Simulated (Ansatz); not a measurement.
Consider the ligand exchange at the Al–O bond: `C[O][AlH2]` + `NCF` → `FC[NH][AlH2]` + CH₃OH.

Isolated molecules relaxed with PBE0-D4/def2-TZVP in Ansatz; ΔE leaves out vibrations. CCSD(T)/CBS adds triple-zeta CCSD(T) − MP2 to the extrapolated MP2 energy (def2 sets, frozen cores). This one scheme is used for every species. Functionals use def2-TZVPP. One conformer a species, not always the lowest.

```csv
level,ΔE (kJ/mol)
PBE-QIDH,46.0
SCS-MP2/def2-QZVPP,46.9
```

What does CCSD(T)/CBS give? (Best estimate.)

Ansatz gave: +44.6 kJ/mol. The listed levels differ from it by 1.4, 2.3 kJ/mol.

Largest T1 diagnostic among the species: 0.012.

At CCSD(T), def2-SVP lies +3.9 kJ/mol from the extrapolated value and def2-TZVPP +0.4 kJ/mol. In def2-TZVPP, CCSD(T) changes the Hartree–Fock value by −7.7 kJ/mol (the triples alone add −1.0 kJ/mol) and MP2 by −6.6 kJ/mol.
